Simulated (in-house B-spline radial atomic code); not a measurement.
Configurations of Ag, with energies counted from [Kr] 4d10 5s1. Level of theory: scalar-relativistic (X2C) TPSSh, spin-polarised, spherical fractional occupations, exact exchange averaged over the configuration, Fermi nucleus of rms radius 4.5454 fm; calculated with a B-spline radial code for spherical atoms. Shells without spins written out take the highest spin.

Occupations are held fixed; configurations that lie above the ionisation limit could autoionise.

```csv
configuration,E - E(ref) (eV),highest orbital,its <r> (bohr)
[Kr] 4d10 6s1,5.07,6s up,8.559
[Kr] 4d9 4f1 5s1,11.704,4f up,16.85
[Ar] 3d10 4s2 4p5 4d10 5s1 6f1,65.414,6f up,42.9
[Ar] 3d9 4s2 4p6 4d10 5s1 5d1,373.69,5d up,9.917
[Ar] 3d9 4s2 4p6 4d10 5s1 5f1,374.7,5f up,29.51
```

Task: Order these further configurations by energy, lowest first.
A. [Ar] 3d10 4s2 4p5 4d10 5s2
B. [Ar] 3d9 4s2 4p6 4d10 4f1 5s1
C. [Ar] 3d9 4s2 4p6 4d10 5s1 6s1
D. [Ar] 3d10 4s2 4p5 4d10 5s1 6d1
E. [Kr] 4d9 5s1 6f1

Result: E (12.182 eV), A (57.277 eV), D (64.836 eV), C (372.69 eV), B (374.41 eV).

Task: How far above the reference does [Kr] 4d10 5f1 lie?

Result: 6.9416 eV; its least bound orbital is 5f up with <r> = 29.67 bohr.
